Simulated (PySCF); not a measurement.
**Chlorine: a sound run and one with changed settings**

Sound run: Cl⁺ [Ne] 3s2 3p4, Cl²⁺ [Ne] 3s2 3p3. Calculation: PySCF 2.14, in pcseg-2 (5s4p2d1f, 34 functions); the non-relativistic Hamiltonian (point nucleus). In the sound run the correlated levels freeze [Ne]. The sound run starts from symmetry-adapted Hartree-Fock orbitals and uses a fine grid where one is needed.

A second run was set up differently.

| species | method | sound run (hartree) | changed run (hartree) | converged |
| --- | --- | --- | --- | --- |
| Cl⁺ | UHF | -459.04474 | -454.12970 | yes |
| Cl⁺ | MN15 | -459.59818 | -453.56166 | yes |
| Cl⁺ | M06-L | -459.66818 | -454.66149 | yes |
| Cl⁺ | MP2 | -459.16156 | -454.12970 | yes |
| Cl²⁺ | UHF | -458.21454 | -453.24325 | yes |
| Cl²⁺ | MN15 | -458.71803 | -452.61727 | yes |
| Cl²⁺ | M06-L | -458.79830 | -453.71869 | yes |
| Cl²⁺ | MP2 | -458.30489 | -453.24325 | yes |

Ionisation energy of Cl⁺:

```csv
method,sound run (eV),changed run (eV)
UHF,22.591,24.121
MN15,23.950,25.698
M06-L,23.671,25.655
MP2,23.311,24.121
SCS-MP2,23.388,24.121
```

(1) What was changed?
A. radial grid too coarse
B. level shift left on
C. minimal basis
D. all electrons correlated in a valence basis

Results:

(1) C. It used basis STO-3G. A minimal basis cannot let orbitals breathe on ionisation and holds almost no correlation.
